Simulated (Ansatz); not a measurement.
Results of the Gaussian-basis code of Ansatz.

Basis-set series for CH₁₀AlBSi₂ (`CB[SiH2][SiH2][AlH2]`). Charge 0, multiplicity 1. All single points use the PBE0-D4/def2-TZVP geometry. It is one conformer, not always the lowest.

```
functional       basis  functions  energy (Eh)  HOMO (eV)  LUMO (eV)
   PBE0-D4    def2-SVP        132   -889.59396      -7.25      -2.15
   PBE0-D4  def2-QZVPP        624   -889.98209      -7.20      -2.19
   ωB97M-V    def2-SVP        132   -889.90015      -9.12      -0.19
   ωB97M-V  def2-QZVPP        624   -890.29518      -9.12      -0.35
```

Q: Give the rows for def2-TZVPP. (Estimate.)

A: The calculation gave: 
```csv
functional,basis,functions,energy (Eh),HOMO (eV),LUMO (eV)
PBE0-D4,def2-TZVPP,328,-889.95156,-7.20,-2.18
ωB97M-V,def2-TZVPP,328,-890.26563,-9.11,-0.30
```
